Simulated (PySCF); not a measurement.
Gallium: a sound run and one with changed settings

Sound run: Ga [Ar] 3d10 4s2 4p1, Ga⁺ [Ar] 3d10 4s2. All numbers are calculated (PySCF 2.14, scalar relativity by spin-free X2C-1e, in x2c-TZVPall (6s5p4d1f, 48 functions)). In the sound run the correlated levels freeze [Ar] 3d10. The sound run starts from symmetry-adapted Hartree-Fock orbitals and uses a fine grid where one is needed.

Changed run: basis STO-3G, all-electron and non-relativistic. This setting is unsound on purpose.

| species | method | sound run (hartree) | changed run (hartree) | converged |
| --- | --- | --- | --- | --- |
| Ga | UHF | -1942.16906 | -1900.72850 | yes |
| Ga | MN15 | -1945.01769 | -1899.74087 | yes |
| Ga | r2SCAN | -1943.79381 | -1901.97124 | yes |
| Ga | MP2 | -1942.20279 | -1900.74261 | yes |
| Ga | CCSD(T) | -1942.21632 | -1900.75372 | yes |
| Ga⁺ | UHF | -1941.96637 | -1900.61973 | yes |
| Ga⁺ | MN15 | -1944.79770 | -1899.63432 | yes |
| Ga⁺ | r2SCAN | -1943.56993 | -1901.83388 | yes |
| Ga⁺ | MP2 | -1941.99255 | -1900.64155 | yes |
| Ga⁺ | CCSD(T) | -1942.00307 | -1900.65720 | yes |

Ionisation energy of Ga:

```
 method  sound run (eV)  changed run (eV)
    UHF           5.516             2.960
   MN15           5.986             2.899
 r2SCAN           6.092             3.738
    MP2           5.721             2.750
SCS-MP2           5.704             2.708
   CCSD           5.780             2.626
CCSD(T)           5.803             2.626
```

A minimal basis cannot let orbitals breathe on ionisation and holds almost no correlation. The Hamiltonian changed with the basis, so the totals do not compare.

For comparison, NIST gives 5.999 eV between the lowest levels.
